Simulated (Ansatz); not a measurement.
System: CH$_{3}$Zn, net charge 1, singlet state. SMILES: [CH3][Zn+]
Geometry: optimised at B3LYP-D3(BJ)/def2-TZVP (Ansatz, a program for electronic structure).

Computed values are from Ansatz. Valence correlation only, unless marked. Open shells are spin-unrestricted. Spin-orbit coupling is left out. Frozen are the shells of the preceding noble gas and the d and f shells that filled before the atom's block. Non-relativistic. CBS(X,Y): correlation extrapolated as X^-3; Hartree-Fock from the larger set. The bracket is a focal-point correction in the basis named.

```json
{
  "vertical ionisation energy (to the doublet)": "17.21 eV at RI-MP2/CBS(def2-TZVPPD,def2-QZVPPD)+[CCSD(T)-MP2]/def2-TZVPPD",
  "vertical electron affinity (to the doublet; negative means unbound)": "7.14 eV at RI-MP2/CBS(def2-TZVPPD,def2-QZVPPD)+[CCSD(T)-MP2]/def2-TZVPPD",
  "vertical_triplet_singlet_gap": "2.93 eV at RI-MP2/CBS(def2-TZVPPD,def2-QZVPPD)+[CCSD(T)-MP2]/def2-TZVPPD",
  "total_energy": "-1817.9130 Eh at CCSD(T)/CBS(def2-TZVPP,def2-QZVPP)",
  "T1 diagnostic": "0.016 at CCSD/def2-QZVPP"
}
```

The Hartree-Fock reference is unstable (checked in the largest basis), which strains HF and MP2.
